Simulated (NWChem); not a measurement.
System: SiNH₄, doublet; SMILES [NH][SiH3]

Input file for NWChem:

```
start job
memory heap 200 mb stack 700 mb global 900 mb
geometry units angstroms noautosym nocenter noautoz
  N      0.084627    -1.241535     0.225293
  Si    -0.015909     0.511934     0.041629
  H      0.667111    -1.654251    -0.516333
  H     -0.854156     1.084133     1.129968
  H     -0.624914     0.856538    -1.285007
  H      1.354039     1.119603     0.100754
end
basis spherical
  * library def2-svp
end
dft
  odft
  mult 2
  xc xpbe96 cpbe96
  iterations 150
end
cosmo
  do_cosmo_smd true
  solvent water
end
task dft energy
```

Geometry: optimised at PBE0/def2-SVP, spin-unrestricted. No stability test was run on the SCF state. Solvent: water.

Level: PBE/def2-SVP with SMD (1 M gas to 1 M solution), gas-phase geometry. Reactions with the solvent are ignored.

**Question.** What results follow from this input? (PBE/def2-SVP, spin-unrestricted, SMD on the gas-phase geometry.) Quantities: solvation free energy (kcal/mol); cavity-dispersion-structure term (kcal/mol); dipole in solution (D).

**Answer.** 
```json
{
 "solvation free energy (kcal/mol)": "-1.1",
 "cavity-dispersion-structure term (kcal/mol)": "2.3",
 "dipole in solution (D)": "1.87"
}
```
